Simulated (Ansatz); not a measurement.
Geometry optimisation, Ansatz, RKS PBE0/def2-SVP.

Input file:

```yaml
crystal:
  periodic: [false, false, false]
  atoms:
    - { symbol: Ge, position_ang: [-0.541179, -0.087049, -0.495903] }
    - { symbol: F, position_ang: [-0.222591, 0.543953, 2.311592] }
    - { symbol: Cl, position_ang: [1.528882, 0.011891, 0.052682] }
    - { symbol: Cl, position_ang: [-0.847419, 1.550175, -1.882683] }
    - { symbol: Cl, position_ang: [-0.700602, -1.924197, -1.636673] }
    - { symbol: Si, position_ang: [-2.420345, -0.043359, 0.878629] }
    - { symbol: H, position_ang: [-3.538578, -0.406726, -0.044357] }
    - { symbol: H, position_ang: [-2.335013, -1.08637, 1.945554] }
    - { symbol: H, position_ang: [-2.663568, 1.316875, 1.43597] }
    - { symbol: H, position_ang: [-0.744486, 0.124806, 2.94749] }
basis:
  gaussian: { orbitals: def2-SVP }
hamiltonian:
  xc: pbe0
relax:
  f_tol: 0.03
  max_steps: 50
```

Run as:

```bash
$ ansatz run input.yaml --threads 4 --pin off --max-ram 5120MiB --backend cpu --events-out ev --progress --plain --runs-dir out
```

Where does it end, and by what steps?

The forces met the threshold. After 30 steps the energy has fallen by 0.435 eV; H10 moved furthest, 1.33 Å.

```json
{"step": "0", "energy less start (eV)": "0.0000", "largest force component (eV/Å)": "0.831", "accepted": "yes"}
{"step": "2", "energy less start (eV)": "-0.1579", "largest force component (eV/Å)": "0.708", "accepted": "yes"}
{"step": "4", "energy less start (eV)": "-0.1831", "largest force component (eV/Å)": "0.294", "accepted": "yes"}
{"step": "6", "energy less start (eV)": "-0.1959", "largest force component (eV/Å)": "0.294", "accepted": "yes"}
{"step": "8", "energy less start (eV)": "-0.2057", "largest force component (eV/Å)": "0.220", "accepted": "yes"}
{"step": "10", "energy less start (eV)": "-0.2120", "largest force component (eV/Å)": "0.945", "accepted": "yes"}
{"step": "12", "energy less start (eV)": "-0.2374", "largest force component (eV/Å)": "0.104", "accepted": "yes"}
{"step": "14", "energy less start (eV)": "-0.2620", "largest force component (eV/Å)": "0.913", "accepted": "yes"}
{"step": "16", "energy less start (eV)": "-0.3276", "largest force component (eV/Å)": "1.370", "accepted": "yes"}
{"step": "18", "energy less start (eV)": "-0.3623", "largest force component (eV/Å)": "1.418", "accepted": "no"}
{"step": "20", "energy less start (eV)": "-0.4127", "largest force component (eV/Å)": "0.066", "accepted": "yes"}
{"step": "22", "energy less start (eV)": "-0.4188", "largest force component (eV/Å)": "0.162", "accepted": "yes"}
{"step": "24", "energy less start (eV)": "-0.4258", "largest force component (eV/Å)": "0.135", "accepted": "yes"}
{"step": "26", "energy less start (eV)": "-0.4313", "largest force component (eV/Å)": "0.108", "accepted": "yes"}
{"step": "28", "energy less start (eV)": "-0.4339", "largest force component (eV/Å)": "0.060", "accepted": "yes"}
{"step": "30", "energy less start (eV)": "-0.4348", "largest force component (eV/Å)": "0.006", "accepted": "yes"}
```

```xyz
10
Properties=species:S:1:pos:R:3
Ge -0.668 -0.165 -0.465
F -0.508 1.072 2.392
Cl 1.135 -0.713 0.663
Cl -0.233 1.735 -1.366
Cl -0.745 -1.615 -2.055
Si -2.646 -0.196 0.879
H -3.699 -0.739 -0.029
H -2.403 -1.135 2.006
H -2.968 1.189 1.302
H 0.251 0.567 2.186
```

Whether the end is a true minimum wasn't checked by a vibrational analysis.

Run time: 110 s on 4 threads of Arm Neoverse V1, with other jobs on the host, peak memory 0.43 GiB.
